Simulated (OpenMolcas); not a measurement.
**neutral aluminium: effect of the active space**

| Property | Result |
| --- | --- |
| Program | OpenMolcas |
| Method | XMS-CASPT2 or its RAS form, IPEA 0.25 Eh, imaginary shift 0.1 Eh |
| Basis | ANO-RCC-VTZP |
| Scalar Hamiltonian | DKH2, point nucleus |
| Spin-orbit coupling | RASSI with atomic mean-field integrals over the reference wave functions, term energies averaged over their components |

A. 3 electrons in 4 orbitals (3s 3p); 2S+1 = 4 odd, 1 root (0 in the spin-orbit step); 2S+1 = 2 odd, 3 roots; 2S+1 = 4 even, 3 roots; 2S+1 = 2 even, 5 roots; closed shells correlated: 2s 2p; CASPT2 step roughly 1.1 core-seconds
B. 3 electrons in 8 orbitals (3s 3p 4s 4p); 2S+1 = 4 odd, 1 root (0 in the spin-orbit step); 2S+1 = 2 odd, 3 roots; 2S+1 = 4 even, 3 roots; 2S+1 = 2 even, 5 roots; closed shells correlated: 2s 2p; CASPT2 step about 2.5 core-seconds
C. 3 electrons in 9 orbitals (RAS2 3s 3p; RAS3 3d, at most 2 electrons); 2S+1 = 4 odd, 1 root (0 in the spin-orbit step); 2S+1 = 2 odd, 3 roots; 2S+1 = 4 even, 3 roots; 2S+1 = 2 even, 5 roots; closed shells correlated: 2s 2p; CASPT2 step of the order of 5 core-seconds

Energies in cm-1 above 3s2 3p 2P* 1/2, the measured ground level; measured values from NIST Handbook of Basic Atomic Spectroscopic Data.

| Level | A | B | C | Measured |
| --- | --- | --- | --- | --- |
| 3s2 3p 2P* 1/2 | 0.0 | 0.0 | 0.0 | 0.0 |
| 3s2 3p 2P* 3/2 | 103 | 84.2 | 106 | 112 |
| 3s 3p2 4P 1/2 | 27100 | 27530 | 27960 | 29020 |
| 3s 3p2 4P 3/2 | 27140 | 27560 | 27990 | 29067 |
| 3s 3p2 4P 5/2 | 27200 | 27630 | 28060 | 29143 |
| 3s 3p2 2D 3/2 | 38500 | 37500 | 38580 |  |
| 3s 3p2 2D 5/2 | 38500 | 37530 | 38580 |  |

Deviations, from unrounded energies. A percentage is the sum of absolute deviations over the sum of measured energies, with the sign that they share, or ± where signs differ.

```
                  Against measurement  Levels     A      B     C
       mean absolute deviation (cm-1)       4  1500   1100   810
fine structure of the ground term (%)       1  -7.9  -24.9  -5.2
             other configurations (%)       3  -6.6   -5.2  -3.7
```

C lies closest to measurement on these levels and A furthest from it. The largest miss of C in the table is 3s 3p2 4P 5/2, by -1100 cm-1. The ranking rests on the paired levels alone, and a cruder setting can come out closer through cancelling errors.

Among A to C the level of the table that moves most is 3s 3p2 2D 3/2, by 1100 cm-1 (lowest in B, highest in C). Moves below CASPT2's spread within the term are not significant.

CASPT2 does not keep the components of a term degenerate, so their means are used; among the terms shown or strongly mixed into the levels shown the widest spread is 250 cm-1 (3s 3p2 2D, A). Over all roots computed the reference weight is 0.88 to 0.97 in A, 0.87 to 0.97 in B; the roots of lowest weight are the least certain, and an intruder state may touch them. Terms of s pⁿ other than that of highest spin mix with s² pⁿ⁻² d, which this space lacks; all of them can be thousands of cm-1 off, and some have no real level of that name (holds for A; B). Active for correlation alone: 4p 4s; no level in the range computed is led by a configuration that fills them, so any true level of that kind is missing (holds for B). Active for correlation alone: 3d; no level in the range computed is led by a configuration that fills it, so any true level of that kind is missing (holds for C). Some terms mix strongly with configurations of 3d, whose occupation reaches 0.21 (3s 3p2 2D) (holds for C). Measured partners are found by configuration, term and J. A level has none where our copy of the source lacks it or the pairing is in doubt (some pairs that miss far off the trend of their configuration count as doubtful), and it then counts in no deviation. Levels of configurations outside the active space are missing.

* marks odd parity.
